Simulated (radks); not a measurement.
Results of a calculation; reference values are marked as such.
Question: The osmium ion Os3+, [Xe] 4f14 5d5. Code: a radial shooting solver on a logarithmic mesh with Libxc functionals. Model: non-relativistic Kohn-Sham, PBE, spin-polarised, spherical densities, point nucleus. Every spin shell is full or empty, so the densities are truly spherical. Functionals are evaluated on that one density, not self-consistently. Rank these orbital-free kinetic functionals by their error against the exact value of the orbitals, and give that value: Thomas-Fermi, von Weizsacker, TF + vW, TF + vW/9, LC94, APBEK, revAPBEK, Thakkar, Pearson, PG1, Ernzerhof.

Answer: Exact: 16288.5 hartree. From best to worst, with 100 (|E| - |E exact|)/|E exact| (equal figures are ties): LC94 -0.01, APBEK +0.02, revAPBEK +0.16, Ernzerhof -0.50, TF + vW/9 -0.72, Thakkar -0.79, Pearson -0.88, Thomas-Fermi -4.72, PG1 +12.64, TF + vW +31.33, von Weizsacker -63.95.
